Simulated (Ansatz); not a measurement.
Total energies of C$_{2}$H$_{5}$ClGeO (`O=C[CH](Cl)[GeH3]`).

```xyz
10

O    -2.101   -0.193   -1.304
C    -1.065    0.358   -1.068
C    -0.457    0.558    0.279
Cl   -1.563    0.230    1.613
Ge    1.144   -0.622    0.465
H    -0.423    0.762   -1.882
H    -0.100    1.588    0.359
H     0.655   -2.071    0.442
H     2.105   -0.345   -0.703
H     1.804   -0.264    1.799
```

Total charge 0; spin multiplicity 1. Correlated methods include outer-core shells of Ge, which these sets cover unevenly. Scalar relativity is left out up to krypton. All single points use the PBE0-D4/def2-TZVP geometry. It is one conformer, not always the lowest. Basis def2-TZVPP, Ansatz 0.2.0.

RPA on PBE orbitals: Hartree–Fock energy of these orbitals -2688.34735 Eh, correlation -1.61453 Eh (frozen core).

```csv
functional,energy without D4 (Eh),D4 term (kJ/mol)
LDA (SPW92),-2685.77779,–
PBE,-2691.01034,-23.9
revPBE,-2691.40725,-70.2
BLYP,-2691.69910,-52.5
r2SCAN,-2691.57447,-5.7
B97M-V,-2691.17247,–
PBE0,-2691.10766,-20.3
B3LYP,-2691.76157,-38.8
r2SCANh,-2691.55577,-6.1
r2SCAN0,-2691.52948,-6.8
HSE06 (plane-wave form),-2691.09246,-18.9
BHLYP,-2691.58577,-30.4
CAM-B3LYP,-2691.76192,-20.7
LC-ωPBE,-2691.20185,–
ωB97X-V,-2691.39281,–
ωB97M-V,-2691.49671,–
B2PLYP,-2691.07848,–
PBE-QIDH,-2690.67442,–
```

B3LYP takes the VWN-RPA correlation (the form of Gaussian; ORCA's B3LYP/G). HSE06 is the plane-wave form, built on full-range PBE exchange. The double hybrids freeze the cores in their second-order part.

LC-ωPBE has ω = 0.4 bohr⁻¹.
